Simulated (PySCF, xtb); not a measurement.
In(F)(Cl)(vinyl) (C2H3ClFIn), SMILES [CH](=C)[In]([F])[Cl].

xtb with GFN2-xTB at its own geometry gives an orbital gap of 3.10 eV and a dipole moment of 5.65 D.

Geometry optimised at B3LYP-D3(BJ)/def2-SVP. The structure was generated by enumeration; whether it is a known compound was not checked. The def2 effective core potentials stand for the cores of In; spin–orbit coupling is left out. One conformer was computed; it need not be the lowest.

What does PBE/def2-TZVP (PySCF) give? (An estimate is asked for; the answer gives what the named calculation found.)

gap 4.59 eV (levels -7.36 and -2.77 eV), dipole 4.20 D.
